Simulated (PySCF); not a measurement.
**Broadened absorption spectrum of C7H9N**

C7H9N.
Numbering: `[CH3:1][c:2]1[cH:3][cH:4][cH:5][cH:6][c:7]1[NH2:8]` (hydrogens: H9, H10, H11 on C1; H12 on C3; H13 on C4; H14 on C5; H15 on C6; H16, H17 on N8)

Level of theory: TDDFT CAM-B3LYP/def2-SVPD, vertical, gas phase, core orbitals frozen in the response in PySCF. Isolated species at its PBE0-D3(BJ)/def2-SVP geometry, gas phase. Torsions of this conformer, `[CH3:1][c:2]1[cH:3][cH:4][cH:5][cH:6][c:7]1[NH2:8]`: H–N8–C7–C6 155°, H–N8–C7–C6 19°.

Each state is given a Gaussian of 0.3 eV full width at half maximum, with ε(max) = 2.175×10⁸ f / Δν̃ (Δν̃ the width in cm⁻¹). The cross-section is σ = 3.8235×10⁻²¹ ε cm², given in Mb (10⁻¹⁸ cm²). The width is an assumption, not a result. The curve ends short of the highest state used, and states not computed would add to its high-energy end.

| E (eV) | σ (Mb) |
| --- | --- |
| 4.49 | 0.03 |
| 4.53 | 0.09 |
| 4.57 | 0.24 |
| 4.61 | 0.57 |
| 4.65 | 1.22 |
| 4.69 | 2.37 |
| 4.73 | 4.19 |
| 4.77 | 6.70 |
| 4.81 | 9.71 |
| 4.85 | 12.75 |
| 4.89 | 15.17 |
| 4.93 | 16.36 |
| 4.97 | 15.98 |
| 5.01 | 14.15 |
| 5.05 | 11.36 |
| 5.09 | 8.26 |
| 5.13 | 5.47 |
| 5.17 | 3.34 |
| 5.21 | 2.00 |
| 5.25 | 1.44 |
| 5.29 | 1.62 |
| 5.33 | 2.58 |
| 5.37 | 4.48 |
| 5.41 | 7.48 |
| 5.45 | 11.70 |
| 5.49 | 17.01 |
| 5.53 | 22.96 |
| 5.57 | 28.68 |
| 5.61 | 33.08 |
| 5.65 | 35.13 |
| 5.69 | 34.24 |
| 5.73 | 30.56 |
| 5.77 | 24.92 |
| 5.81 | 18.52 |
| 5.85 | 12.54 |
| 5.89 | 7.72 |
| 5.93 | 4.32 |
| 5.97 | 2.21 |
| 6.01 | 1.05 |
| 6.05 | 0.50 |
| 6.09 | 0.32 |
| 6.13 | 0.34 |
| 6.17 | 0.51 |
| 6.21 | 0.79 |
| 6.25 | 1.27 |
| 6.29 | 2.15 |
| 6.33 | 3.96 |
| 6.37 | 7.82 |
| 6.41 | 15.73 |
| 6.45 | 30.59 |
| 6.49 | 55.77 |
| 6.53 | 93.82 |
| 6.57 | 144.59 |
| 6.61 | 203.49 |
| 6.65 | 261.20 |
| 6.69 | 305.57 |

Question: Where are the band maxima, and which computed states make them?

Answer: 251 nm (4.94 eV), ε about 4300, made up of S1 (100%); 219 nm (5.66 eV), ε about 9200, made up of S2 (15%) and S3 (85%) (ε in L mol⁻¹ cm⁻¹; maxima over ε = 5, shares over 10%). At its high-energy end, 6.69 eV, the curve is still rising (ε about 80000, from S6 and S7). The states used: S1 4.94 eV (f 0.048); S2 5.55 eV (f 0.022); S3 5.68 eV (f 0.088); S4 6.30 eV (f 0.0010); S5 6.39 eV (f 0.0034); S6 6.70 eV (f 0.378); S7 6.76 eV (f 0.594); S8 6.93 eV (f 0.0030); S9 7.15 eV (f 0.015); S10 7.29 eV (f 0.013).

Question: Coming from long wavelengths, where does ε first pass 100 L mol⁻¹ cm⁻¹?

Answer: At about 270 nm (4.59 eV), 0.35 eV below S1.

Question: What would ε be at 5.66 eV, the highest of these maxima, with half the width (0.15 eV)?

Answer: About 16200 L mol⁻¹ cm⁻¹ against 9200, a factor of about 1.8; a lone state at its own centre would give exactly 2.

Question: On this curve, what absorbance would a 10⁻⁵ mol/L sample give at 266 nm over a 1 cm path?

Answer: 266 nm is 4.661 eV, where ε is about 390 L mol⁻¹ cm⁻¹, so A = ε c l ≈ 0.0039 (Beer–Lambert, with the gas-phase spectrum and the assumed width).

All these states lie below the vertical ionisation energy of 7.72 eV (ΔSCF).
